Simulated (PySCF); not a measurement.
# Adding and removing an electron: SbBr

UHF; Sb def2-SVP with ECP28, Br def2-SVP; scalar-relativistic core potentials (PySCF 2.14). Neutral (UHF): triplet (π ↑↑), Re = 2.537 Å, ωe = 257 cm⁻¹, De = 1.32 eV, HOMO -9.02 eV, LUMO 0.43 eV.

SbBr⁺ (UHF): doublet (π ↑), Re = 2.405 Å, ωe = 319 cm⁻¹, De = 1.57 eV to Sb⁺ + Br. The energies at the minima are -2811.40418 hartree for SbBr and -2811.09750 for SbBr⁺.

Work out the adiabatic ionisation energy, without and with harmonic zero-point energies (1 hartree = 27.2114 eV, 1 eV = 8065.5 cm⁻¹), and the change of the bond length.

At UHF: 0.30668 hartree = 8.345 eV between the minima; the zero-point term (319.0 − 257.0)/2 cm⁻¹ = +0.004 eV makes it 8.349 eV. Re changes by -13.2 pm against the neutral. The electron leaves a π orbital, and the shorter bond of the ion fits an antibonding orbital, or a change in how ionic the bond is.

These are scalar-relativistic numbers at best; spin–orbit coupling would shift them, the dissociation energy most. For an ion De counts to the pair picked by the measured ionisation energies or electron affinities, which need not be the lowest pair at this level. Hartree–Fock leaves out correlation, which carries a large part of most bond energies and some tenths to 1 eV of ionisation energies. States were picked by a PBE0 search and need not be the measured ground states.
